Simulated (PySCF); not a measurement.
## Calculated data, AlBH$_{3}$NO, AlB$_{2}$H$_{4}$O, AlBFH$_{2}$O, CH$_{5}$BClSi and others

Calculation on a computer-drawn molecule: the log of a Hartree-Fock and frozen-core CCSD(T) single point meant for a local Hartree-Fock minimum, with one planted fault or none, to be diagnosed. Offsets are logged minus clean, where the clean run is the same molecule without the fault. The reference is restricted for singlets and unrestricted otherwise, and also for a bond in bohr or an excited solution. Adding or removing an electron swaps singlet and doublet. The excited solution moves the top pair (singlet) or top alpha electron (doublet) to the lowest empty orbital. Highest occupied and lowest empty are orbital energies over both spins, largest force is the largest gradient component, triples share is (T) over the correlation energy, the T1 limit is 0.02 restricted and 0.045 unrestricted, electrons count all cores, a negative frequency is imaginary (commonest isotopes), and the dipole is about the centre of nuclear charge. Program: PySCF 2.14.0.

Common to all runs: meant multiplicity 1; meant basis cc-pV(D+d)Z; logged SCF converged yes; possible faults no fault, one electron removed, one electron added, multiplicity raised by two, geometry at a saddle point, SCF held on an excited solution, minimal basis STO-3G, one bond length entered in bohr, all coordinates scaled.

(1) AlBH$_{3}$NO

Logged structure:
```xyz
7
AlBH3NO
B      0.8236    -0.8936    -1.7952
N     -0.0302    -0.7055    -0.7131
Al    -1.0096    -0.5072     0.5565
O     -2.0002    -0.3212     1.8625
H      1.6718    -1.7638    -1.7937
H      0.7515    -0.1915    -2.7851
H     -2.7107     0.2208     2.1566
```

- meant charge: 0
- logged electrons: 36
- logged basis functions: 27
- logged spin squared: 0
- logged highest occupied: -4.8686 eV
- logged lowest empty: 7.7976 eV
- logged largest force: 0.053122 hartree/bohr
- logged T1 diagnostic: 0.028683
- logged D1 diagnostic: 0.095743
- logged triples share: 0.0556
- logged CC converged: yes
- logged dipole magnitude: 6.4328 debye
- logged SCF stable within its kind: yes
- logged energy HF: -392.67088 hartree
- logged energy CCSD(T): -392.88453 hartree
- planted fault: minimal basis STO-3G
- HF energy offset from clean run: 3154 kcal/mol
- CCSD(T) energy offset from clean run: 3354 kcal/mol

Drawn bonds:
| atom | other atom | order |
| --- | --- | --- |
| 1 | 2 | 1 |
| 2 | 3 | 2 |
| 3 | 4 | 1 |
| 1 | 5 | 1 |
| 1 | 6 | 1 |
| 4 | 7 | 1 |

Notes: T1 above single-reference limit.

(2) AlB$_{2}$H$_{4}$O

Logged structure:
```xyz
8
AlB2H4O
B     -1.7382    -3.3982     0.4099
O     -1.0852    -2.4875    -0.4110
Al    -0.3215    -1.4228    -1.3653
B      0.7050     0.0076    -2.6440
H     -2.7777    -3.0656     0.8892
H     -1.2195    -4.4569     0.5854
H      0.4658    -0.0440    -3.8053
H      1.4495     0.7633    -2.1119
```

- meant charge: 1
- logged electrons: 34
- logged basis functions: 85
- logged spin squared: 0
- logged highest occupied: -8.4749 eV
- logged lowest empty: -14.397 eV
- logged largest force: 0.23206 hartree/bohr
- logged CC converged: no
- logged dipole magnitude: 16.831 debye
- logged SCF stable within its kind: no
- logged energy HF: -367.60738 hartree
- planted fault: SCF held on an excited solution
- HF energy offset from clean run: 419.8 kcal/mol

Drawn bonds:
| atom | other atom | order |
| --- | --- | --- |
| 1 | 2 | 1 |
| 2 | 3 | 1 |
| 3 | 4 | 1 |
| 1 | 5 | 1 |
| 1 | 6 | 1 |
| 4 | 7 | 1 |
| 4 | 8 | 1 |

Notes: CCSD not converged.

(3) AlBFH$_{2}$O

Logged structure:
```xyz
6
AlBFH2O
B     -2.9141     0.0718     0.6087
O     -2.1993     0.7626    -0.3194
Al    -1.3900     1.5447    -1.3698
F     -0.5783     2.3290    -2.4230
H     -2.4588    -0.0056     1.6581
H     -3.9120    -0.3751     0.2637
```

* meant charge: 1
* logged electrons: 36
* logged basis functions: 75
* logged spin squared: 0
* logged highest occupied: -17.61 eV
* logged lowest empty: -5.8667 eV
* logged largest force: 0.033831 hartree/bohr
* logged T1 diagnostic: 0.015179
* logged D1 diagnostic: 0.038586
* logged triples share: 0.019027
* logged CC converged: yes
* logged dipole magnitude: 0.13968 debye
* logged SCF stable within its kind: yes
* logged energy HF: -441.91647 hartree
* logged energy CCSD(T): -442.43209 hartree
* planted fault: all coordinates scaled, by -3.5 %
* HF energy offset from clean run: 5.761 kcal/mol
* CCSD(T) energy offset from clean run: 9.597 kcal/mol

Drawn bonds:
| atom | other atom | order |
| --- | --- | --- |
| 1 | 2 | 1 |
| 2 | 3 | 1 |
| 3 | 4 | 1 |
| 1 | 5 | 1 |
| 1 | 6 | 1 |

(4) AlBH$_{3}$NO

Logged structure:
```xyz
7
AlBH3NO
B     -1.0188    -2.2249     0.9131
O     -0.9087    -1.0502     1.5711
Al    -0.7986     0.4014     2.3617
N     -0.6942     1.7895     3.1170
H     -1.7713    -2.3080    -0.0205
H     -0.3620    -3.1643     1.2742
H     -0.6263     2.6552     3.5905
```

* meant charge: 0
* logged electrons: 35
* logged basis functions: 80
* logged spin squared: 0.7583
* logged highest occupied: -16.26 eV
* logged lowest empty: -5.7615 eV
* logged largest force: 0.10979 hartree/bohr
* logged T1 diagnostic: 0.016576
* logged D1 diagnostic: 0.056415
* logged triples share: 0.0222
* logged CC converged: yes
* logged dipole magnitude: 4.3975 debye
* logged SCF stable within its kind: yes
* logged energy HF: -397.44049 hartree
* logged energy CCSD(T): -397.91439 hartree
* planted fault: one electron removed
* HF energy offset from clean run: 160.2 kcal/mol
* CCSD(T) energy offset from clean run: 196 kcal/mol

Drawn bonds:
| atom | other atom | order |
| --- | --- | --- |
| 1 | 2 | 1 |
| 2 | 3 | 1 |
| 3 | 4 | 2 |
| 1 | 5 | 1 |
| 1 | 6 | 1 |
| 4 | 7 | 1 |

(5) CH$_{5}$BClSi

Logged structure:
```xyz
9
CH5BClSi
B     -0.7916     2.8939    -1.2140
Si    -1.1728     1.0129    -2.1297
C     -0.1568    -0.6065    -1.9982
Cl    -2.8726     0.9343    -3.3199
H     -0.0954     3.7186    -1.8331
H     -1.2855     3.1129    -0.0933
H      0.1786    -0.9275    -3.0454
H     -0.8248    -1.4383    -1.5810
H      0.7567    -0.4759    -1.3268
```

- meant charge: 1
- logged electrons: 46
- logged basis functions: 99
- logged spin squared: 0
- logged highest occupied: -16.82 eV
- logged lowest empty: -4.9513 eV
- logged largest force: 0.030113 hartree/bohr
- logged T1 diagnostic: 0.01403
- logged D1 diagnostic: 0.049145
- logged triples share: 0.029442
- logged CC converged: yes
- logged dipole magnitude: 4.2151 debye
- logged SCF stable within its kind: yes
- logged energy HF: -813.64647 hartree
- logged energy CCSD(T): -814.15603 hartree
- planted fault: all coordinates scaled, by +4.6 %
- HF energy offset from clean run: 9.565 kcal/mol
- CCSD(T) energy offset from clean run: 5.94 kcal/mol

Drawn bonds:
| atom | other atom | order |
| --- | --- | --- |
| 1 | 2 | 1 |
| 2 | 3 | 1 |
| 2 | 4 | 1 |
| 1 | 5 | 1 |
| 1 | 6 | 1 |
| 3 | 7 | 1 |
| 3 | 8 | 1 |
| 3 | 9 | 1 |

(6) BH$_{6}$N$_{2}$Si

Logged structure:
```xyz
10
BH6N2Si
B     -2.1853     2.0290     0.8967
Si    -1.1746     0.6539    -0.2249
N     -0.3618     1.0972    -1.5842
N     -1.1459    -0.9346     0.2007
H     -2.7360     1.6595     1.8831
H     -2.1945     3.1601     0.5315
H     -0.3383     2.0489    -1.9066
H      0.1589     0.4825    -2.1852
H     -0.6754    -1.6691    -0.2987
H     -1.6169    -1.2772     1.0198
```

- meant charge: 1
- logged electrons: 37
- logged basis functions: 95
- logged spin squared: 1.0034
- logged highest occupied: -21.646 eV
- logged lowest empty: -12.835 eV
- logged largest force: 0.055027 hartree/bohr
- logged T1 diagnostic: 0.031975
- logged D1 diagnostic: 0.16667
- logged triples share: 0.028954
- logged CC converged: yes
- logged dipole magnitude: 3.1995 debye
- logged SCF stable within its kind: yes
- logged energy HF: -425.28324 hartree
- logged energy CCSD(T): -425.81027 hartree

Drawn bonds:
| atom | other atom | order |
| --- | --- | --- |
| 1 | 2 | 1 |
| 2 | 3 | 1 |
| 2 | 4 | 1 |
| 1 | 5 | 1 |
| 1 | 6 | 1 |
| 3 | 7 | 1 |
| 3 | 8 | 1 |
| 4 | 9 | 1 |
| 4 | 10 | 1 |

(7) BH$_{4}$O$_{2}$Si

Logged structure:
```xyz
8
BH4O2Si
B     -0.5393    -0.7275    -0.7327
Si     1.0683    -1.9514    -0.5324
O      1.1984    -2.7302     0.8218
O      2.2063    -2.2099    -1.5849
H     -0.4220     0.4024    -0.3866
H     -1.5354    -1.1902    -1.1844
H      1.8614    -3.3447     1.1219
H      2.3597    -1.8727    -2.4602
```

- meant charge: 1
- logged electrons: 38
- logged basis functions: 85
- logged spin squared: 0
- logged highest occupied: -18.305 eV
- logged lowest empty: -4.3495 eV
- logged largest force: 4.606e-05 hartree/bohr
- logged lowest frequency: 117.28 cm⁻¹
- logged T1 diagnostic: 0.014877
- logged D1 diagnostic: 0.050973
- logged triples share: 0.022819
- logged CC converged: yes
- logged dipole magnitude: 1.8725 debye
- logged SCF stable within its kind: yes
- logged energy HF: -465.48461 hartree
- logged energy CCSD(T): -466.05484 hartree

Drawn bonds:
| atom | other atom | order |
| --- | --- | --- |
| 1 | 2 | 1 |
| 2 | 3 | 1 |
| 2 | 4 | 1 |
| 1 | 5 | 1 |
| 1 | 6 | 1 |
| 3 | 7 | 1 |
| 4 | 8 | 1 |

(8) BH$_{4}$O$_{2}$Si

Structure as in entry 7.

- meant charge: 1
- logged electrons: 38
- logged basis functions: 28
- logged spin squared: 0
- logged highest occupied: -16.311 eV
- logged lowest empty: -0.48174 eV
- logged largest force: 0.037202 hartree/bohr
- logged T1 diagnostic: 0.021581
- logged D1 diagnostic: 0.090506
- logged triples share: 0.047044
- logged CC converged: yes
- logged dipole magnitude: 1.7109 debye
- logged SCF stable within its kind: yes
- logged energy HF: -459.80183 hartree
- logged energy CCSD(T): -459.99276 hartree

Drawn bonds:
| atom | other atom | order |
| --- | --- | --- |
| 1 | 2 | 1 |
| 2 | 3 | 1 |
| 2 | 4 | 1 |
| 1 | 5 | 1 |
| 1 | 6 | 1 |
| 3 | 7 | 1 |
| 4 | 8 | 1 |

Notes: T1 above single-reference limit.

Questions
1. BH$_{6}$N$_{2}$Si (entry 6): planted fault?
2. Which fault was planted in the run of BH$_{4}$O$_{2}$Si (entry 7)?
3. Which fault was planted in the run of BH$_{4}$O$_{2}$Si (entry 8)?

Calculated values
1. one electron removed
2. no fault
3. minimal basis STO-3G

Further results for BH$_{6}$N$_{2}$Si (entry 6):

- HF energy offset from clean run: 338.9 kcal/mol
- CCSD(T) energy offset from clean run: 357.6 kcal/mol

Further results for BH$_{4}$O$_{2}$Si (entry 7):

* HF energy offset from clean run: 0 kcal/mol
* CCSD(T) energy offset from clean run: 0 kcal/mol

Further results for BH$_{4}$O$_{2}$Si (entry 8):

- HF energy offset from clean run: 3566 kcal/mol
- CCSD(T) energy offset from clean run: 3804 kcal/mol
